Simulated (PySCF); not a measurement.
InI₃, optimised at PBE/def2-SVP:

```xyz
4

In     0.5418    -0.2093    -0.3460
I     -0.2524     1.2050    -2.4895
I     -0.2261    -2.7701    -0.0676
I      2.1069     0.9363     1.5151
```

Energies from PySCF (xtb for GFN2), thermal terms from the rigid-rotor harmonic-oscillator model, ideal gas at 1 bar. All species are closed-shell singlets. I, In: scalar-relativistic def2 core potential, no spin-orbit coupling.

Q: List the harmonic frequencies (cm⁻¹, unscaled) at this level and at the other levels, each on its own geometry.

A: 
- PBE/def2-SVP: 44, 45, 60, 138, 219, 220
- GFN2-xTB: 46, 46, 56, 150, 251, 251
- PBE0/def2-TZVP: 46, 47, 65, 149, 230, 230
